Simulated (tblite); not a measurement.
Compound: GeH6O2Si.
SMILES with atom numbers: `[OH:1][SiH2:2][O:3][GeH3:4]` (hydrogens: H5 on O1; H6, H7 on Si2; H8, H9, H10 on Ge4)

Structure used (GFN2-xTB), in Å, numbered top down from 1:
```
atom  x, y, z in Å
O1     1.1352   -1.0894    0.4443
Si2    1.2892    0.4598   -0.0372
O3    -0.1960    0.8792   -0.5252
Ge4   -1.7012    0.0021   -0.5890
H5     1.8873   -1.5680    0.7809
H6     2.1748    0.5633   -1.1917
H7     1.6418    1.3237    1.0840
H8    -1.5245   -1.1747   -1.4983
H9    -2.6372    1.0282   -1.1453
H10   -2.0604   -0.4196    0.8021
```

Calculated harmonic vibrations of the isolated species, GFN2-xTB (tblite), most abundant isotopes, no scaling. The method is semi-empirical: single wavenumbers can be off by several per cent or more. Modes of hydrogen on germanium and silicon can be 10 to 20 % off. One conformer, not necessarily the lowest.

Harmonic wavenumbers (cm⁻¹): 46.1, 55.7, 101.2, 288.8, 329.0, 453.2, 566.9, 584.8, 602.3, 602.8, 733.1, 765.5, 795.4, 796.8, 807.9, 844.4, 873.3, 958.9, 1955.6, 2032.2, 2050.1, 2265.0, 2292.9, 3686.5.

A = 9381, B = 1761, C = 1538 MHz; mass 139.935 u (most abundant isotopes); point group Cs, symmetry number 1.

Task: Zero-point energy?

Result: ½Σν̃ = 12244 cm⁻¹ = 146.47 kJ/mol.

Task: What is S at 298.15 K and 1 bar for an ideal gas of classical rigid rotors and harmonic oscillators?

Result: Translation 170.48, rotation 112.71, vibration 83.66: S = 366.9 J/(mol K).

Task: And Cp and H(298.15 K) − H(0)?

Result: Cp = 116.11 J/(mol K), of which vibrations give 82.85 (their classical limit is 24 R = 199.5); H(298.15 K) − H(0) = 22.36 kJ/mol without the zero-point energy, 12.44 from vibrations.

Task: What must be added to the electronic energy to get the Gibbs energy at 298.15 K and 1 bar?

Result: ZPE + [H(298.15 K) − H(0)] − T·S = 146.47 + 22.36 − 109.38 = 59.45 kJ/mol.

Task: How do the functions run with temperature in this model?

Result: 
```tsv
T (K)	S (J/(mol K))	Cp (J/(mol K))	H − H(0) (kJ/mol)	G − H(0) (kJ/mol)	ln q(vib)
100	276.3	61.3	4.93	-22.70	1.61
200	326.3	88.0	12.30	-52.96	3.39
300	367.6	116.6	22.57	-87.70	5.07
500	436.7	153.4	49.96	-168.40	8.38
800	515.9	182.7	100.84	-311.88	12.88
1000	558.0	194.5	138.63	-419.39	15.54
```

q(vib) and H(0) count from the zero-point level.

Task: Which modes carry the vibrational entropy at 298.15 K?

Result: 46.1 cm⁻¹: 20.83; 55.7 cm⁻¹: 19.26; 101.2 cm⁻¹: 14.36; 288.8 cm⁻¹: 6.20; 329.0 cm⁻¹: 5.29; 453.2 cm⁻¹: 3.29 J/(mol K); the other 18 give 14.44 together.

Hindered rotation and anharmonicity are outside this model. Other conformers, if any are populated, would add a mixing term that is left out.
